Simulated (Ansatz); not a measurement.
B6N⁺. The state is a triplet with charge 1. Geometry B3LYP-D4/def2-SVP, that of the neutral doublet.

```xyz
7

N    -0.336    0.831   -1.898
B     0.702   -0.011    2.035
B     0.603    0.850    0.786
B    -0.550   -1.313   -0.114
B     0.003   -1.174    1.325
B     0.211    1.194   -0.731
B    -0.633   -0.377   -1.401
```

At PBE0-D4/def2-TZVP a singlet of charge 1 lies 0.93 eV below the triplet at the same geometry. Another isomer (doublet) lies 0.19 eV lower at PBE0-D4/def2-TZVP; other spin states weren't run for this one.

(1) Estimate the α-spin orbital energies around the gap (eV) in Ansatz with PBE-D4/def2-TZVP, PBE0-D4/def2-TZVP, ωB97X-V/def2-TZVP.

## Answers

(1) 
```tsv
orbital	PBE-D4/def2-TZVP	PBE0-D4/def2-TZVP	ωB97X-V/def2-TZVP
HOMO−5	-15.11	-16.45	-19.04
HOMO−4	-14.91	-16.34	-18.88
HOMO−3	-13.69	-15.05	-17.46
HOMO−2	-12.81	-13.85	-15.85
HOMO−1	-12.34	-13.08	-14.88
HOMO	-10.81	-11.71	-13.62
LUMO	-9.94	-9.11	-7.01
LUMO+1	-8.60	-7.79	-5.59
LUMO+2	-8.43	-7.43	-5.22
LUMO+3	-7.68	-6.61	-4.21
LUMO+4	-7.10	-6.22	-4.03
LUMO+5	-6.77	-5.69	-3.36
β HOMO	-12.11	-12.82	-14.66
β LUMO	-11.48	-10.39	-8.27
```
